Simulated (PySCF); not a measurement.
PySCF was given this input:
```python
from pyscf import gto, scf

mol = gto.Mole()
mol.atom = '''
    B     0.00000000    0.00000000    0.00000000
    H    -0.78935573   -0.82329958   -0.45703408
    H     0.16226976   -0.21027872    1.19968171
    H    -0.45033333    1.13195784   -0.16017538
    H     1.07741931   -0.09837954   -0.58247225
'''
mol.basis = 'cc-pvqz'
mol.charge = -1
mol.verbose = 4
mol.build()

mf = scf.RHF(mol)
mf = mf.density_fit(auxbasis='def2-universal-jkfit')
mf.kernel()
```

Q: What does this run give for the HOMO energy, nuclear repulsion energy, number of basis functions?

A: 
The HOMO energy is -5.16 eV, the nuclear repulsion energy is 10.1958 Eh and the number of basis functions is 175.
